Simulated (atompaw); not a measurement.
## chlorine (Cl) PAW (atompaw): all-electron and pseudo phase curves

atompaw 4.2.0.5 input, output lines left out:

```
Cl 17
LDA-PW scalarrelativistic loggrid 1500 logderivrange -4 5 226
3 3 0 0 0 0
3 1 4
0 0 0
c
c
v
c
v
2
1.35 1.20 1.15 0.75
y
-1.15
n
y
-0.75
n
y
-0.05
n
custom rrkj gramschmidtortho sinc
3 1 vpsmatchnc
1.30
1.30
1.35
1.35
1.10
```

The phase is arctan(r·u′/u) with u = r·R(r), unwrapped; energies in Ry, scanned from -4 to 5 Ry. A pole is an energy at which the radial function vanishes at the test radius. The pseudo phase is shifted by a multiple of π to meet the all-electron one at the reference energy, and phase errors are pseudo minus all-electron; the curves can meet again beyond the range given. Levels narrower than the energy grid can be missing from the lists of poles.

```json
{"channel": "s", "radius (bohr)": "1.35", "reference energy (Ry)": "-2.36", "poles, all-electron": "4.77", "poles, pseudo": "2.97, 4.95", "unbroken range about the reference energy with phases within 0.05 rad": "below 2.9", "phase error 1 Ry above the reference energy (rad)": "-0.000"}
{"channel": "p", "radius (bohr)": "1.35", "reference energy (Ry)": "-1.43", "poles, all-electron": "none", "poles, pseudo": "none", "unbroken range about the reference energy with phases within 0.05 rad": "the whole range", "phase error 1 Ry above the reference energy (rad)": "-0.000"}
{"channel": "d", "radius (bohr)": "1.35", "reference energy (Ry)": "-0.05", "poles, all-electron": "none", "poles, pseudo": "none", "unbroken range about the reference energy with phases within 0.05 rad": "the whole range", "phase error 1 Ry above the reference energy (rad)": "+0.002"}
```

Phases in the s channel:

```
E (Ry)  all-electron  pseudo
 -4.00         0.665   0.665
 -3.52         0.471   0.470
 -3.04         0.206   0.206
 -2.56        -0.118  -0.119
 -2.08        -0.449  -0.449
 -1.60        -0.726  -0.726
 -1.12        -0.931  -0.931
 -0.64        -1.079  -1.079
 -0.16        -1.187  -1.187
  0.32        -1.268  -1.268
  0.80        -1.330  -1.330
  1.28        -1.379  -1.380
  1.76        -1.420  -1.421
  2.24        -1.453  -1.457
  2.72        -1.482  -1.494
  3.20        -1.507  -4.618
  3.68        -1.529  -4.660
  4.16        -1.548  -4.683
  4.64        -1.566  -4.701
```
